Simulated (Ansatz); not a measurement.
Species: HfCl (charge 0, doublet). The spin state was set by rule; other spins were not relaxed. 
Geometry from a B3LYP-D3(BJ)/def2-TZVP (Ansatz, a first-principles code) optimisation:
SMILES: [Cl][Hf]
```xyz
2

Hf     0.0000     0.0000    -0.4436
Cl     0.0000     0.0000     1.8790
```
Charge 0, spin multiplicity 2.

Give the harmonic wavenumbers at B3LYP-D3(BJ)/def2-TZVP (Ansatz, finite differences of forces, unscaled).

366 cm⁻¹. Zero-point energy 0.5 kcal/mol.

From these and the geometry, give the ideal-gas thermochemistry at 298.15 K and 1 atm (rigid rotor, harmonic oscillator).

Point group C∞v, rotational symmetry number 1. Rotational constants 3.168, 3.168 GHz. S(trans) 41.98, S(rot) 17.05, S(vib) 1.09, S(elec, spin only) 1.38, S 61.5 cal/(mol K). H(298) - H(0) 2.29 kcal/mol; G - E(el) -15.5 kcal/mol.
